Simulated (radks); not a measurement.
Task: These are the eigenvalues of the occupied orbitals of an atom or ion with whole-number occupations (eV). Calculated with a radial shooting solver on a logarithmic mesh with Libxc functionals: scalar-relativistic Kohn-Sham, BLYP, spin-polarised, spherical densities, finite nucleus; Fermi nuclear charge, rms radius of each element as measured or else 0.836 A^(1/3) + 0.57 fm.

1s up: -90862.52
1s down: -90862.52
2s up: -16523.36
2s down: -16522.65
2p up: -14175.40
2p down: -14174.80
3s up: -4169.220
3s down: -4168.032
3p up: -3498.042
3p down: -3496.800
3d up: -2822.500
3d down: -2821.277
4s up: -1134.570
4s down: -1132.447
4p up: -913.4133
4p down: -911.3981
4d up: -660.6491
4d down: -658.5652
4f up: -382.7406
4f down: -380.4455
5s up: -370.2758
5s down: -366.0144
5p up: -302.9796
5p down: -298.2786
5d up: -223.0757

Which element is it, and in what charge state? The configuration may be excited. Open shells, if any, are filled with parallel spins first.

Result: Z = 83, bismuth, charge +12: Bi12+ in [Xe] 4f13 5d4. The list shows which subshells hold electrons but not how many an open one holds; the 1s level, -3339.1 hartree, gives Z - s = 81.7 by -(Z - s)^2/2, which with screening and relativity narrows Z to a few neighbours, and the depths of the outer levels then fix element, charge and occupations together.
